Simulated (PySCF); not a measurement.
# Excitation energy of Ti by level of theory

Ti [Ar] 3d2 4s2 (3F) → Ti [Ar] 3d2 4s1 4p1 (high-spin determinant), as a difference of total energies. Computed with PySCF 2.14 in def2-QZVPPD, with no relativity, point nucleus. Correlated levels: valence: [Ar] frozen. The calculations carry no spin-orbit coupling.

| method | excitation energy (eV) |
| --- | --- |
| UHF | 0.987 |
| MP2 (valence) | 1.692 |
| SCS-MP2 (valence) | 1.939 |
| CCSD (valence) | 1.844 |
| CCSD(T) (valence) | 1.881 |

**Question.** How much does correlation contribute at CCSD(T) (valence)?

**Answer.** 1.881 − (0.987) = 0.894 eV, measured against UHF.

The determinant of the upper state mixes LS terms, which raises its energy above the lowest term, most at the Hartree-Fock and MP2 levels.
